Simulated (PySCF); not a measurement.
How methods differ on the ionisation energy of Rb¹²⁺

Rb¹²⁺ [Ar] 3d7 (4F) → Rb¹³⁺ [Ar] 3d6 (5D), as a difference of total energies. All numbers are calculated (PySCF 2.14, scalar relativity by spin-free X2C-1e, in an even-tempered Gaussian basis (20 s from 0.69 bohr⁻², ratio 2.5; 13 p from 0.9 bohr⁻², ratio 2.5; 9 d from 0.9 bohr⁻², ratio 2.5; 4 f from 5.5 bohr⁻², ratio 2.7; 4 g from 8.2 bohr⁻², ratio 2.7)). Correlated levels: outer shells: [Ne] frozen; virtual orbitals above 40 to 60 times the deepest correlated orbital energy dropped. The calculations carry no spin-orbit coupling.

```
                method  ionisation energy (eV)
                   UHF                  399.74
    MP2 (outer shells)                  401.18
SCS-MP2 (outer shells)                  401.28
   CCSD (outer shells)                  401.07
CCSD(T) (outer shells)                  401.07
```

Q: How much does correlation contribute at CCSD(T) (outer shells)?

A: 401.07 − (399.74) = 1.33 eV, measured against UHF.

The reference lies between the lowest fine-structure levels, while these numbers refer to the centres of the terms.

For comparison: 400 ± 3 eV (theoretical estimate listed by NIST; NIST Atomic Spectra Database, ionization energies).
